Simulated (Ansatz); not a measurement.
`C=NBC[SiH3]` + `FBN[SiH3]` → `FBN([SiH3])[SiH3]` + `C=NBC`  (ligand exchange at the Si–C bond)

Gas-phase electronic energies from Ansatz, PBE0-D4/def2-TZVP geometries. CCSD(T)/CBS adds triple-zeta CCSD(T) − MP2 to the extrapolated MP2 energy (def2 sets, frozen cores). Functionals use def2-TZVPP. Each species was taken in one conformer, which may not be the lowest.

`C=NBC[SiH3]`:

```xyz
13

C     2.326    1.006   -0.982
N     1.577    0.195   -0.419
B     0.752   -0.688    0.206
C    -0.739   -0.891   -0.243
Si   -1.891    0.138    0.821
H     2.974    0.708   -1.813
H     2.374    2.055   -0.672
H     1.211   -1.274    1.148
H    -1.038   -1.936   -0.119
H    -0.906   -0.604   -1.286
H    -1.611    1.588    0.637
H    -3.315   -0.108    0.461
H    -1.715   -0.189    2.262
```

`FBN[SiH3]`:

Cartesian coordinates in Å:
```
F 1.230 -0.036 1.699
B 0.155 -0.754 1.355
N -0.455 -0.482 0.124
Si 0.049 0.724 -1.038
H -0.239 -1.594 2.109
H -1.263 -1.038 -0.109
H -0.002 2.084 -0.448
H 1.426 0.457 -1.519
H -0.902 0.637 -2.174
```

`FBN([SiH3])[SiH3]`:

```xyz
12

F    -2.359    0.645   -0.821
B    -1.278    1.066   -0.154
N    -0.188    0.184   -0.012
Si    1.262    0.653    0.846
Si   -0.292   -1.426   -0.715
H    -1.292    2.175    0.292
H     2.437    0.559   -0.059
H     1.486   -0.258    1.998
H     1.098    2.046    1.323
H    -1.411   -2.193   -0.117
H     0.995   -2.097   -0.395
H    -0.458   -1.352   -2.186
```

`C=NBC`:

Cartesian coordinates in Å:
```
C -0.659 -1.262 -1.534
N 0.010 -0.577 -0.747
B 0.744 0.174 0.116
C 0.082 1.001 1.280
H -1.050 -0.846 -2.468
H -0.885 -2.314 -1.330
H 1.933 0.171 -0.060
H 0.491 0.682 2.244
H -1.005 0.912 1.320
H 0.339 2.060 1.179
```

```csv
level,ΔE (kJ/mol)
r2SCAN0-D4,-38.0
CAM-B3LYP-D4,-40.3
B2PLYP,-39.2
BLYP,-34.1
CCSD/def2-SVP,-38.4
CCSD(T)/def2-SVP,-38.3
MP2/CBS(def2),-41.5
CCSD/CBS(def2),-40.7
```

Q: What does CCSD(T)/CBS give? (An estimate is asked.)

A: Computed: -40.5 kJ/mol. The listed levels differ from it by 2.5, 0.2, 1.3, 6.4, 2.1, 2.2, -1.0, -0.2 kJ/mol.

Largest T1 diagnostic among the species: 0.014.

The D4 term adds −3.7 kJ/mol with B3LYP and −1.8 kJ/mol with PBE0; it sums over pairs of atoms, weighted by their polarisabilities, and B3LYP, whose exchange is more repulsive, gets the larger term. Leaving LDA and LC-ωPBE aside and taking each functional with its dispersion term where it has one, the values, not all of them listed here, spread over 11.5 kJ/mol, from BHLYP-D4 to PBE-D4. LDA lies −3.0 kJ/mol from PBE without D4. From BLYP to BHLYP (50 % exact exchange), in def2-TZVPP and without D4, ΔE moves by −6.0 kJ/mol.

B3LYP here is the variant with VWN-RPA as its local correlation; programs differ in this.
